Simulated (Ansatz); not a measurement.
Coupled-cluster diagnostics for Al5Ga (the lowest singlet isomer of a short search), Ansatz.

Geometry of the singlet (PBE-D4/def2-SVP):

Cartesian coordinates in Å:
```
Al -1.456 -1.459 -0.499
Al -1.301 0.194 1.542
Al 0.803 -1.069 0.967
Al -0.491 2.196 0.064
Al 0.715 -0.790 -1.859
Ga 1.731 0.928 -0.215
```

Correlated methods freeze 34 core orbitals; core or outer-core shells of Ga are correlated, in sets that lack core-valence functions. The structure comes from a short search, and lower isomers may exist.

**Question.** Estimate the CCSD(T) correlation energy, the shares of MP2 and (T), T1 and the reference's ⟨S²⟩ for: charge 0, singlet, own geometry in def2-TZVPP; and the rough time on 4 threads of Arm Neoverse V2 on a shared host.

**Answer.** 
| state | basis | correlation (eV) | MP2 share (%) | (T) share (%) | T1 | ⟨S²⟩ (pure) | wall time | remarks |
| --- | --- | --- | --- | --- | --- | --- | --- | --- |
| charge 0, singlet, own geometry | def2-TZVPP | -18.801 | 94.3 | 9.6 | 0.023 | 0.00 (0.00) | 7.4 min | large T1, restricted SCF unstable |
Customary marks for T1 are 0.02 (closed shells), 0.045 (open shells) and about 0.05 (3d metals). T1 exceeds 0.02 in 1 of 1 rows and 0.045 in 0; the higher it lies, the less the single-reference result can be trusted.
